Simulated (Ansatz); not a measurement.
Molecule: HgBr, net charge 0, doublet state. The spin state was set by rule; other spins were not relaxed. 
Structure (B3LYP-D3(BJ)/def2-TZVP (Ansatz, a program for electronic structure) minimum search):
```
Hg
Br 1 2.6164
```
Charge 0, spin multiplicity 2.

Parts of the frozen-core correlation energy in def2-QZVPP (Ansatz, hartree). Frozen orbitals: 18; correlated occupied orbitals by spin: 10 and 9; virtual: 149 and 150. UHF or UKS for open shells. Spin-orbit coupling is left out. In def2 rows, elements after Kr have scalar-relativistic effective core potentials.

```csv
term,value
reference (HF),-2725.02060
MP2 opposite-spin,-0.41739
MP2 same-spin,-0.19720
CCSD correlation,-0.59276
(T),-0.02676
T1 diagnostic,0.026
largest doubles amplitude,0.047
<S^2> of the reference,0.780
```
